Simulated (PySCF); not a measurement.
## Palladium: a sound run and one with changed settings

Sound run: Pd+ [Kr] 4d9, Pd(2+) [Kr] 4d8. Calculation: PySCF 2.14, in x2c-TZVPall; scalar relativity by spin-free X2C-1e. In the sound run the correlated levels freeze [Kr]. The sound run starts from symmetry-adapted Hartree-Fock orbitals and uses a fine grid where one is needed.

A second run was set up differently.

| species | method | sound run (hartree) | changed run (hartree) | converged |
| --- | --- | --- | --- | --- |
| Pd+ | MP2 | -5042.72661 | -5043.04552 | yes |
| Pd(2+) | MP2 | -5042.03172 | -5042.34559 | yes |

Ionisation energy of Pd+:

```
 method  sound run (eV)  changed run (eV)
    UHF          17.437            17.437
    MP2          18.909            19.046
SCS-MP2          18.804            18.832
```

Question: What was changed?
A. level shift left on
B. basis contracted for another Hamiltonian
C. a valence shell is frozen
D. all electrons correlated in a valence basis

Answer: D. A valence basis has no tight correlating functions, so it recovers only part of the core correlation, and not evenly between atom and ion.
